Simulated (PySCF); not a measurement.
PySCF 2.14 output of an unrestricted r2SCANh calculation on a single atom or ion in aug-cc-pVQZ (9s8p6d4f3g2h, 140 functions), with the non-relativistic Hamiltonian (point nucleus):

```
SCF conv_tol = 1e-09
number electrons alpha = 14  beta = 10
    M. Bursch, H. Neugebauer, S. Ehlert, and S. Grimme.,  J. Chem. Phys. 156, 134105 (2022)
cycle= 1 E= -1380.5588754866  delta_E= -0.00752  |g|= 0.0228  |ddm|= 0.426
cycle= 2 E= -1380.55892209751  delta_E= -4.66e-05  |g|= 0.0136  |ddm|= 0.0219
cycle= 3 E= -1380.55894285928  delta_E= -2.08e-05  |g|= 0.00429  |ddm|= 0.00782
cycle= 4 E= -1380.55894515653  delta_E= -2.3e-06  |g|= 0.000211  |ddm|= 0.00212
cycle= 5 E= -1380.55894516898  delta_E= -1.25e-08  |g|= 2.05e-05  |ddm|= 0.000156
cycle= 6 E= -1380.55894516914  delta_E= -1.63e-10  |g|= 5.36e-07  |ddm|= 1.98e-05
converged SCF energy = -1380.55894516914  <S^2> = 6.0016171  2S+1 = 5.0006468
```

The run itself started from symmetry-adapted Hartree-Fock orbitals and held the occupation by maximum overlap, on a logarithmic radial grid, so the iterations belong to that start.

Task: Which element, charge and spin multiplicity is this?

Result: Co³⁺ (cobalt, charge +3), multiplicity 5; the state was [Ar] 3d6, high-spin 5D determinant.
